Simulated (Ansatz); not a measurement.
Reaction (SMILES): B(O[SiH3])([OH2+])O -> OB(O)[OH+][SiH3]

Wanted: isomerisation energy (electronic), in kcal/mol. Terms: no spin-orbit coupling; non-relativistic; frozen cores in correlated levels; no dispersion term unless named; six Cartesian d functions in 6-31G* and its kin unless marked 5d. CBS marks a two-point X^-3 extrapolation of the correlation energy; Hartree-Fock from the larger set. Ab initio and DFT rows: single points at B3LYP-D3(BJ) geometries (Ansatz, a quantum-chemistry and plane-wave program).

| species | coefficient | E at B3LYP/6-31G* (Ansatz), Eh | E at wB97M-V/def2-TZVPD (Ansatz), Eh |
|---|---|---|---|
| OB([OH2+])O[SiH3] | -1 | -543.51067 | -543.53976 |
| OB(O)[OH+][SiH3] | +1 | -543.51579 | -543.54549 |

Coupled cluster (Ansatz) is a level with limits of its own, used here on species with T1 under 0.025 (0.045 for open shells) and stable references: CCSD(T)/CBS(cc-pV(T+d)Z,cc-pV(Q+d)Z). Value to compare with, CCSD(T)/CBS(cc-pV(T+d)Z,cc-pV(Q+d)Z) (Ansatz): -3.6 kcal/mol. 1 Eh = 627.5095 kcal/mol.

**Question.** Work the quantity out at each level, and compare with CCSD(T)/CBS(cc-pV(T+d)Z,cc-pV(Q+d)Z) (Ansatz).

**Answer.** 
- B3LYP/6-31G*: the sum of coefficient times E is -0.00512 Eh, or -3.21 kcal/mol. Result: -3.2 kcal/mol. Its difference against CCSD(T)/CBS(cc-pV(T+d)Z,cc-pV(Q+d)Z) (Ansatz) is 0.4 kcal/mol.
- wB97M-V/def2-TZVPD: the sum of coefficient times E is -0.00573 Eh, or -3.60 kcal/mol. Result: -3.6 kcal/mol. Its difference against CCSD(T)/CBS(cc-pV(T+d)Z,cc-pV(Q+d)Z) (Ansatz) is 0.0 kcal/mol.
